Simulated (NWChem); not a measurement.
All runs are NWChem calculations. System: BO, charge 1, spin multiplicity 1, at the geometry of a parent with another charge or spin, in a state set for the comparison that need not be this species' ground state. Level: B2PLYP/def2-TZVPD, 2 core orbitals frozen.

Output (cleaned and shortened):

```
             Northwest Computational Chemistry Package (NWChem) 7.3.0
             --------------------------------------------------------

                                NWChem Input Module
                                -------------------

 Scaling coordinates for geometry "geometry" by  1.889725989
 (inverse scale =  0.529177249)

 Turning off AUTOSYM since
 SYMMETRY directive was detected!

                             Geometry "geometry" -> ""
                             -------------------------

 Output coordinates in angstroms (scale by  1.889725989 to convert to a.u.)

  No.       Tag          Charge          X              Y              Z
 ---- ---------------- ---------- -------------- -------------- --------------
    1 B                    5.0000     0.00000000     0.00000000     0.74054800
    2 O                    8.0000     0.00000000     0.00000000    -0.46284200

 Effective nuclear repulsion energy (a.u.)      17.5895511513

            Nuclear Dipole moment (a.u.)
            ----------------------------
        X                 Y               Z
 ---------------- ---------------- ----------------
     0.0000000000     0.0000000000     0.0000075589

      Symmetry information
      --------------------

 Group name             C2v
 Group number             16
 Group order               4
 No. of unique centers     2

      Symmetry unique atoms

     1    2


 Summary of "ao basis" -> "" (spherical)
 ------------------------------------------------------------------------------
       Tag                 Description            Shells   Functions and Types
 ---------------- ------------------------------  ------  ---------------------
 *                         def2-tzvpd                 on all atoms

  dft_input: which_mp2 not specified, using semidirect MP2 by default.

                                 NWChem DFT Module
                                 -----------------

 Summary of "ao basis" -> "ao basis" (spherical)
 ------------------------------------------------------------------------------
       Tag                 Description            Shells   Functions and Types
 ---------------- ------------------------------  ------  ---------------------
 B                         def2-tzvpd               13       37   6s3p3d1f
 O                         def2-tzvpd               14       40   6s4p3d1f

 Summary of "ao basis" -> "ao basis" (spherical)
 ------------------------------------------------------------------------------
       Tag                 Description            Shells   Functions and Types
 ---------------- ------------------------------  ------  ---------------------
 B                         def2-tzvpd               13       37   6s3p3d1f
 O                         def2-tzvpd               14       40   6s4p3d1f

      Symmetry analysis of basis
      --------------------------

        a1         35
        a2          8
        b1         17
        b2         17

            General Information
            -------------------
          SCF calculation type: DFT
          Wavefunction type:  closed shell.
          No. of atoms     :     2
          No. of electrons :    12
           Alpha electrons :     6
            Beta electrons :     6
          Charge           :     1
          Spin multiplicity:     1
          Use of symmetry is: on ; symmetry adaption is: on
          Maximum number of iterations: 100
          AO basis - number of functions:    77
                     number of shells:    27
          Convergence on energy requested:  1.00D-06
          Convergence on density requested:  1.00D-05
          Convergence on gradient requested:  5.00D-04

              XC Information
              --------------
                     Hartree-Fock (Exact) Exchange  0.530
                    Becke 1988 Exchange Functional  0.470
              Lee-Yang-Parr Correlation Functional  0.730

             Grid Information
             ----------------
          Grid used for XC integration:  medium
          Radial quadrature: Mura-Knowles
          Angular quadrature: Lebedev.
          Tag              B.-S. Rad. Rad. Pts. Rad. Cut. Ang. Pts.
          ---              ---------- --------- --------- ---------
[...]
                     b1                1.0          1.0
                     b2                1.0          1.0

                       DFT Final Molecular Orbital Analysis
                       ------------------------------------

 Vector    4  Occ=2.000000D+00  E=-8.545874D-01  Symmetry=a1
              MO Center= -1.2D-17,  1.1D-17, -4.4D-01, r^2= 7.7D-01
   Bfn.  Coefficient  Atom+Function         Bfn.  Coefficient  Atom+Function
  ----- ------------  ---------------      ----- ------------  ---------------
    46      0.404238  2 O  pz                 3      0.320241  1 B  s
    42     -0.299012  2 O  s                 41     -0.287455  2 O  s
    49      0.283335  2 O  pz                 4      0.270797  1 B  s
    40     -0.156508  2 O  s                  9     -0.149407  1 B  pz
     2     -0.148277  1 B  s                 39      0.102688  2 O  s

 Vector    5  Occ=2.000000D+00  E=-7.791861D-01  Symmetry=b1
              MO Center=  8.3D-16, -3.1D-16, -1.5D-01, r^2= 8.5D-01
   Bfn.  Coefficient  Atom+Function         Bfn.  Coefficient  Atom+Function
  ----- ------------  ---------------      ----- ------------  ---------------
    44      0.413411  2 O  px                47      0.349129  2 O  px
     7      0.274272  1 B  px                10      0.165006  1 B  px
    50      0.164349  2 O  px                64     -0.028706  2 O  d  1
    19      0.028525  1 B  d  1

 Vector    6  Occ=2.000000D+00  E=-7.791846D-01  Symmetry=b2
              MO Center=  2.3D-16, -4.5D-15, -1.5D-01, r^2= 8.5D-01
   Bfn.  Coefficient  Atom+Function         Bfn.  Coefficient  Atom+Function
  ----- ------------  ---------------      ----- ------------  ---------------
    45      0.413412  2 O  py                48      0.349129  2 O  py
     8      0.274266  1 B  py                11      0.165001  1 B  py
    51      0.164355  2 O  py                62      0.028705  2 O  d -1
    17     -0.028525  1 B  d -1

 Vector    7  Occ=0.000000D+00  E=-5.456412D-01  Symmetry=a1
              MO Center= -3.3D-16,  2.9D-15,  1.1D+00, r^2= 1.2D+00
   Bfn.  Coefficient  Atom+Function         Bfn.  Coefficient  Atom+Function
  ----- ------------  ---------------      ----- ------------  ---------------
     9      0.361198  1 B  pz                 4      0.345369  1 B  s
    12      0.328895  1 B  pz                 3      0.296281  1 B  s
    46     -0.166958  2 O  pz                 2     -0.153383  1 B  s
     5      0.134844  1 B  s                 42      0.131690  2 O  s
    49     -0.117591  2 O  pz                 1     -0.075110  1 B  s

 Vector    8  Occ=0.000000D+00  E=-2.796971D-01  Symmetry=b1
              MO Center=  7.2D-15,  2.5D-15,  7.2D-01, r^2= 2.0D+00
   Bfn.  Coefficient  Atom+Function         Bfn.  Coefficient  Atom+Function
  ----- ------------  ---------------      ----- ------------  ---------------
    10      0.446970  1 B  px                 7      0.412343  1 B  px
    13      0.275717  1 B  px                44     -0.270381  2 O  px
    47     -0.237688  2 O  px                50     -0.202497  2 O  px
    24     -0.117664  1 B  d  1              29     -0.080245  1 B  d  1
    19     -0.045305  1 B  d  1

 Vector    9  Occ=0.000000D+00  E=-2.796959D-01  Symmetry=b2
              MO Center=  3.4D-15,  1.0D-14,  7.2D-01, r^2= 2.0D+00
   Bfn.  Coefficient  Atom+Function         Bfn.  Coefficient  Atom+Function
  ----- ------------  ---------------      ----- ------------  ---------------
    11      0.446972  1 B  py                 8      0.412343  1 B  py
    14      0.275720  1 B  py                45     -0.270377  2 O  py
    48     -0.237685  2 O  py                51     -0.202498  2 O  py
    22      0.117664  1 B  d -1              27      0.080245  1 B  d -1
    17      0.045304  1 B  d -1

 center of mass
 --------------
 x =   0.00000000 y =   0.00000000 z =   0.05247064

 moments of inertia (a.u.)
 ------------------
          33.722575220064           0.000000000000           0.000000000000
           0.000000000000          33.722575220064           0.000000000000
           0.000000000000           0.000000000000           0.000000000000

     Multipole analysis of the density
     ---------------------------------

     L   x y z        total         alpha         beta         nuclear
     -   - - -        -----         -----         ----         -------
     0   0 0 0      1.000000     -6.000000     -6.000000     13.000000

     1   1 0 0     -0.000000     -0.000000     -0.000000      0.000000
     1   0 1 0     -0.000000     -0.000000     -0.000000      0.000000
     1   0 0 1      2.538155      1.269074      1.269074      0.000008

     2   2 0 0     -6.027494     -3.013747     -3.013747      0.000000
     2   1 1 0     -0.000000     -0.000000     -0.000000      0.000000
     2   1 0 1      0.000000      0.000000      0.000000      0.000000
     2   0 2 0     -6.027506     -3.013753     -3.013753      0.000000
     2   0 1 1      0.000000      0.000000      0.000000      0.000000
     2   0 0 2     -0.712296     -8.312191     -8.312191     15.912086

                   NWChem MP2 Semi-direct Energy/Gradient Module
                   ---------------------------------------------

  Basis functions       =     77
  Molecular orbitals    =     77
  Frozen core           =      2
  Frozen virtuals       =      0
  Active alpha occupied =      4
  Active beta occupied  =      4
  Active alpha virtual  =     71
  Active beta virtual   =     71
  Use MO symmetry       = T
  Use skeleton AO sym   = T

  AO/Fock/Back tols     =   1.0D-09  1.0D-09  1.0D-09

 GA uses MA = F    GA memory limited = T

 Available:
  local mem=  4.43D+07
 global mem=  1.44D+08
 local disk=  0.00D+00
  mp2_memr nvloc                    71
  nvloc new                    71
   1 passes of   4:        4194304                      26289                   2908948.
   1 passes of   4: M     44323688           G      144167342           F      40129384.

 Semi-direct pass number   1 of   1  for RHF alpha+beta  at        1.9s
  vrange nnbf                  3002
  mp2_eaftype                    11  avail_ma_in_mb                   386
 EAF : mp2_eaftype filesize          11    1454474.
  mp2_eaf for mointskh                     11
Node 0 wrote      6.8 Mb in      0.0 s     Agg I/O rate:   323.5 Mb/s
 Done moints_semi at        3.3s
  mp2_eaftype                    11  avail_ma_in_mb                   386
 EAF : mp2_eaftype filesize          11    1454474.
  mp2_eaf for kh                    11
 Done maket at        3.4s
 Done multipass loop at        3.4s

          -------------------------------------------
          DFT energy                     -99.410843366802
          Unscaled MP2 energy             -0.414768617049
          Total DFT+MP2 energy           -99.522830893406
          -------------------------------------------

 -----------------------
 Performance information
 -----------------------

 Timer overhead =  1.36D-07 seconds/call

               Nr. of calls         CPU time (s)                 Wall time (s)                GFlops
             ---------------    -------------------     ------------------------------   -------------------
Name         Min   Avg   Max    Min     Avg     Max     Min     Avg     Max   Mx/calls   Min     Max     Sum
mp2: moin     1     1     1    1.4     1.4     1.4      1.4     1.4     1.4     1.4      0.0     0.0     0.0
mp2: make     1     1     1   0.10    0.10    0.10     0.10    0.10    0.10    0.10      0.0     0.0     0.0
mp2: tota     1     1     1    1.6     1.6     1.6      1.6     1.6     1.6     1.6      0.0     0.0     0.0

 The average no. of pstat calls per process was 3.00D+00
 with a timing overhead of 4.08D-07s

 Task  times  cpu:        3.4s     wall:        3.4s

 Total times  cpu:        3.4s     wall:        3.4s
```

Write an NWChem input that would produce this output.

One answer among several that fit: 
```
start mol
memory heap 200 mb stack 900 mb global 1100 mb
charge 1
geometry units angstroms nocenter noautoz
  B      0.000000     0.000000     0.740548
  O      0.000000     0.000000    -0.462842
  symmetry group C2v
end
basis spherical
  * library def2-tzvpd
end
dft
  xc hfexch 0.53 becke88 0.47 lyp 0.73 mp2 0.27
  dftmp2
  semidirect memsize 60000000 filesize 0
  iterations 100
end
mp2
  freeze core 2
end
task dft energy
```
